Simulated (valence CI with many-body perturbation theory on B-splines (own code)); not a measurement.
E1 transitions of Rh13+

Calculated by relativistic CI+MBPT: four valence electrons over a frozen Dirac-Fock core [Ar] 3d10, radial functions for each j: 11 s, 11 p, 10 d, 8 f, 5 g, 2 h, with the one-electron correlation potential Σ1 (screened to all orders), the two-electron term Σ2, the three-electron term Σ3, Breit, model QED; selected single and double excitations, second order for the rest, scaled by the run's own slope (own B-spline code, finite nucleus).

No measured spectrum was set against this ion. As an estimate, levels hold to about 250 cm⁻¹ or 0.2 % of their energy and the worst to 1 %, as in measured heavy ions of charge 2 to 7; those with d or f electrons hold less well. Among the levels kept, up to 600 cm⁻¹ of a level comes from second order outside the variational space, and about a tenth of that is noise between levels of different J, which matters for small intervals.

Lines 101 to 150 of 554 in falling wavelength, among levels below 1236700 cm⁻¹, chosen from the strongest by gf and those to the six lowest levels. Wavelengths and rates use the calculated energies, so an error of 800 cm⁻¹ moves a line at 316.0 Å by 0.25 % and its rate by three times that or more. Electric multipoles are in the length gauge with retardation, E1 and E2 with the static RPA response of the core. Weak lines are less certain than strong ones. Lines between different terms over intervals too small for the method are left out, as are lines whose strength nearly cancels. Where a level lies close to another of its J and parity, the split of strength between their lines is uncertain. The highest levels of a list are the least certain.

Names give the largest LS component (configuration and term), which can be under half, so a name can repeat, a term be missing and a line seem to break the LS rules; names also repeat where a configuration has a term twice. Letters in brackets count levels of one name in rising energy.

```csv
λ vac (Å),Upper,Lower,A (s⁻¹),S (a.u.)
316.0,4s 4p2 4d 3D_3 [b],4s2 4p 4d 3P°_2,3.80e+09,4.15e-01
314.3,4s 4p2 4d 3G_4,4s2 4p 4d 3F°_3,6.46e+09,8.91e-01
313.6,4p3 4d 1F°_3 [a],4s 4p2 4d 3F_4 [c],3.12e+09,3.32e-01
313.0,4s 4p3 3D°_1,4s2 4p2 3P_0,6.19e+09,2.81e-01
312.5,4p3 4d 3F°_2 [c],4s 4p2 4d 3D_3 [b],2.47e+09,1.86e-01
312.2,4p4 3P_2,4s 4p3 3D°_2,4.58e+09,3.44e-01
311.7,4p3 4d 3D°_3 [a],4s 4p2 4d 3P_2 [a],2.63e+09,2.75e-01
310.9,4p3 4d 5D°_3,4s 4p2 4d 5D_4,7.80e+09,8.10e-01
310.6,4p3 4d 3F°_3 [b],4s 4p2 4d 3D_3 [b],1.84e+09,1.91e-01
307.5,4s 4p2 4d 3F_4 [c],4s2 4p 4d 3D°_3,5.49e+09,7.10e-01
306.9,4p3 4d 3F°_2 [a],4s 4p2 4d 5D_3,5.65e+09,4.03e-01
306.3,4s 4p3 3P°_1,4s2 4p2 3P_2,6.57e+08,2.80e-02
306.3,4s 4p2 4d 3G_3,4s2 4p 4d 3F°_2,7.26e+09,7.21e-01
306.2,4p3 4d 3F°_3 [a],4s 4p2 4d 3F_3 [a],3.54e+09,3.51e-01
304.7,4s 4p3 1D°_2,4s2 4p2 1D_2,1.39e+10,9.71e-01
303.5,4p3 4d 5D°_4,4s 4p2 4d 5F_5,1.30e+10,1.61e+00
303.3,4p3 4d 5D°_4,4s 4p2 4d 5D_4,4.67e+09,5.79e-01
301.9,4s 4p3 3P°_2,4s2 4p2 3P_2,1.10e+10,7.46e-01
301.4,4p3 4d 3P°_2 [a],4s 4p2 4d 3D_3 [a],5.37e+09,3.63e-01
301.3,4s 4p2 4d 3F_2 [c],4s2 4p 4d 3D°_1,4.61e+09,3.11e-01
301.0,4s 4p2 4d 3F_3 [b],4s2 4p 4d 3P°_2,2.33e+09,2.20e-01
300.1,4s 4p2 4d 1F_3,4s2 4p 4d 1F°_3,1.16e+10,1.09e+00
299.7,4s 4p2 4d 3S_1 [b],4s2 4p 4d 1D°_2,4.88e+09,1.94e-01
299.3,4p3 4d 1D°_2 [a],4s 4p2 4d 3G_3,4.97e+09,3.29e-01
299.3,4s 4p3 3P°_0,4s2 4p2 3P_1,9.64e+09,1.28e-01
298.4,4s 4p3 3S°_1,4s2 4p2 1D_2,3.79e+08,1.49e-02
297.7,4p3 4d 3F°_2 [b],4s 4p2 4d 3F_2 [a],3.94e+09,2.57e-01
297.3,4s 4p2 4d 3D_2 [c],4s2 4p 4d 3D°_1,5.06e+09,3.28e-01
296.9,4p3 4d 3D°_3 [b],4s 4p2 4d 1G_4,6.91e+09,6.24e-01
296.6,4p3 4d 5D°_3,4s 4p2 4d 5F_4,3.72e+09,3.35e-01
296.3,4p3 4d 3D°_1 [a],4s 4p2 4d 3F_2 [a],7.31e+09,2.82e-01
296.0,4p3 4d 5D°_4,4s 4p2 4d 5D_3,1.71e+09,1.97e-01
295.2,4s 4p3 3P°_1,4s2 4p2 3P_1,8.56e+09,3.26e-01
294.8,4p3 4d 5D°_1,4s 4p2 4d 5D_2,1.13e+10,4.28e-01
294.0,4s 4p2 4d 3F_2 [b],4s2 4p 4d 3F°_2,8.19e+09,5.14e-01
294.0,4s 4p2 4d 3D_3 [e],4s2 4p 4d 3D°_2,4.48e+09,3.93e-01
293.8,4s 4p2 4d 3D_3 [b],4s2 4p 4d 3F°_3,2.43e+09,2.13e-01
293.1,4s 4p2 4d 3P_1 [b],4s2 4p 4d 3P°_2,6.63e+09,2.47e-01
292.5,4p3 4d 5D°_2,4s 4p2 4d 5D_3,4.34e+09,2.68e-01
291.7,4s 4p2 4d 3D_2 [d],4s2 4p 4d 3D°_2,8.15e+09,4.99e-01
291.2,4s 4p2 4d 3P_1 [c],4s2 4p 4d 1P°_1,6.74e+09,2.46e-01
291.1,4s 4p2 4d 3D_3 [e],4s2 4p 4d 3D°_3,9.18e+09,7.83e-01
291.1,4s 4p2 4d 3F_3 [c],4s2 4p 4d 3P°_2,2.46e+09,2.10e-01
291.1,4s 4p3 3P°_2,4s2 4p2 3P_1,1.95e+07,1.18e-03
290.5,4p3 4d 3F°_3 [b],4s 4p2 4d 3G_4,7.79e+09,6.60e-01
289.7,4p3 4d 5D°_4,4s 4p2 4d 5F_4,5.16e+09,5.58e-01
288.4,4p3 4d 3F°_3 [a],4s 4p2 4d 5D_4,2.08e+09,1.72e-01
287.4,4s 4p2 4d 3D_2 [d],4s2 4p 4d 3P°_1,4.48e+09,2.63e-01
287.2,4s 4p3 1P°_1,4s2 4p2 1S_0,8.61e+09,3.02e-01
286.3,4s 4p2 4d 3D_1 [d],4s2 4p 4d 3P°_1,8.73e+09,3.03e-01
```
